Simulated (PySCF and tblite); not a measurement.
Results of a calculation; reference values are marked as such.
C₅H₉Br, numbered as in [CH3:1][C@@H:2]1[CH2:3][CH2:4][C@@H:5]1[Br:6]. The ensemble was built from 90 distance-geometry starts (ETKDG and KDG, MMFF94s, GFN2-xTB) and rests on GFN2-xTB geometries. Weights use PBE0-D3(BJ)/pcSseg-1 (IEF-PCM, chloroform) energies plus GFN2-xTB zero-point and thermal terms (modes under about 100 cm⁻¹ blended into free rotors). Symmetry numbers and mirror images are counted. Conformers within 2.5 kcal/mol (GFN2-xTB free energy) were kept, 6 at most. GIAO shieldings: PBE0/pcSseg-1 (IEF-PCM, chloroform). Shifts are against TMS (¹H), TMS (¹³C) at the same level; of two unlike H on one atom, a is the less shielded. Codes: tblite and PySCF.

The 4-ring runs over atoms 2–3–4–5.

```
conformer                                              shape  point group  mirror pair  ΔE(DFT)  Δ(G−E) at 350 K  δ H3b (ppm)
        1  4-ring puckered (ring torsions -14, 14, -14, 14°)           C1           no     0.00             0.00         1.65
        2                                        4-ring flat           C1           no     1.09            -0.37         2.02
```

Energies in kcal/mol; the thermal term leaves out symmetry numbers and mirror images.

**Question.** Work out the weights at 350 K and the ¹H shift of H3b under fast exchange.

**Answer.** RT = 0.696 kcal/mol. Each conformer gets RT ln(σ/g), with σ the rotational symmetry number and g = 2 for a mirror pair: 1: σ = 1, g = 1, G = 0.00 + 0.00 + 0.00 = 0.00, 0.00 above the lowest, exp(−ΔG/RT) = 1.000; 2: σ = 1, g = 1, G = 1.09 − 0.37 + 0.00 = 0.72, 0.72 above the lowest, exp(−ΔG/RT) = 0.356. The sum is 1.356, so the weights are 73.7, 26.3 %. The averaged shift is 1.74 ppm. At 298.15 K it is 1.73 ppm. At 298.15 K the leading conformer alone gives 1.65 ppm and bare DFT energies give 1.70 ppm.

Spin–orbit effects of the heavy atoms on shieldings are missing. GFN2-xTB leaves a saturated small ring flat here that puckers in reality.
